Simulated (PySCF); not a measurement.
## Trend along the chalcogens: MSr molecules

PBE0 with triple-zeta basis sets in PySCF, for the lowest determinant that a PBE0 search found; no spin–orbit coupling. De refers to high-spin ground-configuration atoms. A positive dipole means M(−)Sr(+).

| M | basis | state (unpaired electrons) | Re (Å) | ωe (cm⁻¹) | De (eV) | μ (D) |
| --- | --- | --- | --- | --- | --- | --- |
| O | x2c-TZVPPall | singlet (closed shell) | 1.897 | 708 | 4.23 | 8.71 |
| S | x2c-TZVPPall | singlet (closed shell) | 2.419 | 408 | 3.64 | 10.63 |
| Se | def2-TZVPP | singlet (closed shell) | 2.563 | 282 | 3.27 | 10.96 |

The shortest bond is that of SrO (1.897 Å), the longest that of SrSe (2.563 Å). SrO is bound most strongly (4.23 eV) and SrSe least (3.27 eV).

The rows differ in basis set, which adds steps of its own.

Down a group the atoms grow and get heavier, so bonds lengthen and wavenumbers fall; this series shows no clear exception.
